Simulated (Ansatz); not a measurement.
Relaxation of a periodic cell of 13 atoms, NaTi$_{12}$ (host Ti, host structure hcp, interstitial Na), to a largest force component of 0.08 eV/Å in at most 25 steps.

Computed with DFT PBE, scalar-relativistic, plane waves, PAW in Ansatz. Settings: accuracy low, cutoff 420 eV, k mesh 2x2x2, fermi-dirac smearing 0.15 eV, no spin polarisation.

```xyz
13
Lattice="5.9000 0.0000 0.0000 -4.4250 7.6643 0.0000 0.0000 0.0000 4.6846" Properties=species:S:1:pos:R:3
Ti 0.000 0.000 0.000
Ti 0.000 1.703 2.342
Ti -1.475 2.555 0.000
Ti -1.475 4.258 2.342
Ti -2.950 5.110 0.000
Ti -2.950 6.813 2.342
Ti 2.950 0.000 0.000
Ti 2.950 1.703 2.342
Ti 1.475 2.555 0.000
Ti 1.475 4.258 2.342
Ti 0.000 5.110 0.000
Ti 0.000 6.813 2.342
Na 4.388 0.847 3.534
```

Q: Where does it end, and by what steps?

A: The forces met the threshold. The threshold is loose, so the end isn't yet a minimum. Limits of this set-up: coarse k mesh, low accuracy level. After 6 steps the energy has fallen by 6.480 eV; Ti8 moved furthest, 0.48 Å.

```csv
step,energy less start (eV),largest force component (eV/Å),accepted
0,0.0000,4.421,yes
1,-4.1481,1.987,yes
2,-6.0263,0.757,yes
3,-6.3017,0.877,yes
4,-6.4447,0.185,yes
5,-6.4575,0.240,yes
6,-6.4798,0.059,yes
```

```xyz
13
Lattice="5.9000 0.0000 0.0000 -4.4250 7.6643 0.0000 0.0000 0.0000 4.6846" Properties=species:S:1:pos:R:3
Ti 0.216 -0.185 0.379
Ti 0.188 1.903 1.980
Ti -1.393 2.928 0.254
Ti -1.606 4.226 2.574
Ti -2.878 5.121 0.254
Ti -3.013 6.842 2.727
Ti 2.758 -0.208 0.368
Ti 2.730 1.890 1.962
Ti 1.531 2.523 -0.382
Ti 1.391 4.242 2.092
Ti 0.127 5.145 -0.229
Ti -0.080 6.442 2.093
Na 4.416 0.854 3.516
```

Whether the end is a true minimum wasn't checked by a vibrational analysis.

Run time: 49 s on 1 thread of Arm Neoverse V2 (shared host), peak memory 0.53 GiB.
